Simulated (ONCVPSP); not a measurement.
aluminium, ONCV: configuration errors across variants

aluminium (Al), optimised norm-conserving Vanderbilt (ONCV), made with ONCVPSP 4.0.1 (PBE, scalar-relativistic). Core [Ne], reference 3s1 (charge +2). Waves: 3s: rc 1.90 bohr, ncon 4, nbas 9, qcut 4.2 1/bohr, 1 projector; p scattering state at 0.11 Ha: rc 1.55 bohr, ncon 4, nbas 7, qcut 4.4 1/bohr, local; d scattering state at 0.32 Ha: rc 2.00 bohr, ncon 3, nbas 6, qcut 5.5 1/bohr, 3 projectors, debl 3.4 Ha. Local part: the p channel. Core correction: Teter function fitted to the true core (icmod 2), fcfact 0.2.

In the p channel the program set the typed energies aside and used 0.050 Ha. In the d channel the program set the typed energies aside and used 0.050, 3.450, 6.850 Ha.

All-electron excitation energies from the reference (eV): (1) 3s2 3p1 -24.987; (2) 3s2 -19.225; (3) 3s2 3p0.5 -22.901; (4) 3s1 3p2 -19.847.

1 further variants failed, have other tests or too few solved ones, and are left out.

A true bound ghost makes a file unfit for plane-wave use even where its test errors are small: the radial tests pick states by their node count and pass the ghost by.

Errors AE − PS in meV (a dash: test not solved or not reliable):

```tsv
change	(1)	(2)	(3)	(4)	bound ghosts	GHOST(+) flags above zero
base	+160	+53	+116	+216	none	none
p: nproj 1; local potential polynomial inside 1.00 bohr (lpopt 5, dvloc0 0 Ha)	–	–	–	–	s	d
s: qcut 5.2; p: qcut 5.4; d: qcut 6.8	+161	+54	+117	+219	none	none
s: qcut 4.9	+160	+54	+116	+216	none	none
core correction Teter function fitted to the true core (icmod 2), fcfact 0.36	+159	+51	+115	+215	none	none
```

(1) Give the same row for: all radii but the core radius scaled by about 1.11 (s 2.12, p 1.72, d 2.22 bohr).

## Answers

(1) +147, +51, +107, +192; bound ghosts: none; GHOST(+) flags above zero: none.
